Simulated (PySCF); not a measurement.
**How methods differ on the ionisation energy of Pd+**

Pd+ [Kr] 4d9 (2D) → Pd(2+) [Kr] 4d8 (3F), as a difference of total energies. All numbers are calculated (PySCF 2.14, scalar relativity by spin-free X2C-1e, in x2c-TZVPall). Correlated levels: valence: [Kr] frozen. The calculations carry no spin-orbit coupling.

```tsv
method	ionisation energy (eV)
UHF	17.437
MN15	19.763
PBE0	19.516
MP2 (valence)	18.909
SCS-MP2 (valence)	18.804
```

**Question.** How much does correlation contribute at MP2 (valence)?

**Answer.** 18.909 − (17.437) = 1.472 eV, measured against UHF.

The reference lies between the lowest fine-structure levels, while these numbers refer to the centres of the terms.

Errors of the correlated levels include the incompleteness of this basis and the frozen core.

For comparison: 19.43 ± 0.12 eV (semi-empirical (NIST evaluation); NIST Atomic Spectra Database, ionization energies).
